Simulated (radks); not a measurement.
The numbers below are computed, except where a source is named.
Question: Species: Kr XXIV. Configuration: [Ne] 3s2 3p1. Code: a radial shooting solver on a logarithmic mesh with Libxc functionals. Model: scalar-relativistic Kohn-Sham, BLYP, spin-polarised, spherical densities, finite nucleus; open shells are filled with parallel spins first; Fermi nuclear charge, rms radius 4.1884 fm. Some entries of the table are withheld. Estimate them.

orbital,occ.,eigenvalue (eV),<1/r> (bohr^-1),<r> (bohr)
1s up,1,-15215.36,36.77,0.04147
1s down,1,-15213.96,36.77,0.04147
2s up,1,-2873.660,8.280,0.1809
2s down,1,-2872.437,8.282,0.1809
2p up,3,-2667.745,8.087,(1)
2p down,3,-2666.108,8.087,(2)
3s up,1,-1085.141,3.265,0.4500
3s down,1,-1078.448,3.263,0.4503
3p up,1,-1019.707,3.170,0.4382
3p down,0,-1013.110,3.170,0.4384

Answer: 
(1) 2p up <r> (bohr): 0.1574
(2) 2p down <r> (bohr): 0.1574
